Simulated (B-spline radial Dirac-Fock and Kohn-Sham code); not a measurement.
Pr⁵³⁺: eigenvalues, ΔSCF and the reference

System: the Pr⁵³⁺ ion, 1s2 2s2 2p2.

The density-functional columns are spherical, spin-unpolarised Dirac-Kohn-Sham results without Breit or QED terms: −ε is minus the orbital energy of the initial state and ΔSCF the difference of two total energies. The reference in the last column comes from ΔSCF Dirac-Fock with Breit, self-energy and vacuum polarisation, finite nucleus, configuration average. All numbers are from a B-spline atomic structure program, in eV; a selection of levels is shown. The Kohn-Sham columns are given as differences from the reference. For the 1s level of heavy atoms much of the gap between ΔSCF and the reference is the Breit and QED part, -149.0 eV here; for other levels the error of the functional can be larger.

| level | LDA −ε − DF | LDA ΔSCF − DF | Dirac-Fock |
| --- | --- | --- | --- |
| K (1s) | -313.7 | +159.4 | 47113.2 |
| L1 (2s) | -98.2 | +18.3 | 11157.8 |
| L2,3 (2p) | -130.7 | +4.3 | 10627.7 |

Values without a named source are computed, but for edge energies of neutral atoms, which are taken from tables.
